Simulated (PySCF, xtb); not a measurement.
Al(Me)2(NH3) (C2H9AlN), SMILES [CH3][Al+]([CH3])<-[NH3] (connectivity only; charge and spin as stated), charge +1, multiplicity 1.

xtb with GFN2-xTB at its own geometry gives an orbital gap of 4.07 eV.

Coordinates come from a r2SCAN-D4/def2-SVP optimisation. The spin state was assumed, not searched. The isomer is the one that the SMILES or the coordinates give; other isomers of the formula were not compared.

### Question
What does ωB97X/def2-TZVP (PySCF) give? (An estimate is asked for; the answer gives what the named calculation found.)

### Answer
gap 11.67 eV (levels -15.11 and -3.44 eV).
